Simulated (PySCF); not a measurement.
CH7GeNOSi.

```xyz
12

O      1.7586     0.2269    -1.2338
Ge     0.7464     0.0373     0.2445
N     -0.4178    -1.4024     0.1969
C     -1.7636    -0.9104    -0.1268
Si    -1.4419     0.9800     0.0977
H      2.6814    -0.0202    -1.0898
H      1.7375    -0.0160     1.4363
H     -0.2223    -2.3889     0.0481
H     -2.0949    -1.1373    -1.1599
H     -2.5422    -1.2969     0.5585
H     -1.7882     1.8414    -1.0685
H     -2.0330     1.5682     1.3348
```
Charge 0, spin multiplicity 1.

Coordinates come from a B3LYP-D3(BJ)/def2-SVP optimisation. The structure was generated by enumeration; whether it is a known compound was not checked. Other conformers were not sampled.

Method: PBE0/pcSseg-1 (PySCF). Non-relativistic, no solvent.

Q: Give the absolute GIAO shielding of each atom: isotropic value and principal components (ppm). (An estimate is asked for; the answer gives what the named calculation found.)

A: 
```
atom  σ(iso)     σ11     σ22     σ33   span
----  ------  ------  ------  ------  -----
O1     263.2   210.7   283.0   295.8   85.1
Ge2   1277.5  1191.4  1302.6  1338.6  147.2
N3     188.4   133.5   166.9   264.8  131.3
C4     146.2   122.1   128.1   188.6   66.5
Si5    367.1   281.6   366.8   452.8  171.2
H6      29.7    22.1    24.3    42.7   20.5
H7      25.0    17.8    20.8    36.3   18.4
H8      30.1    21.0    27.2    42.0   21.0
H9      27.9    23.6    25.3    34.7   11.1
H10     28.0    23.8    25.4    34.8   10.9
H11     26.4    23.6    24.0    31.6    8.0
H12     26.5    23.7    24.3    31.4    7.7
```
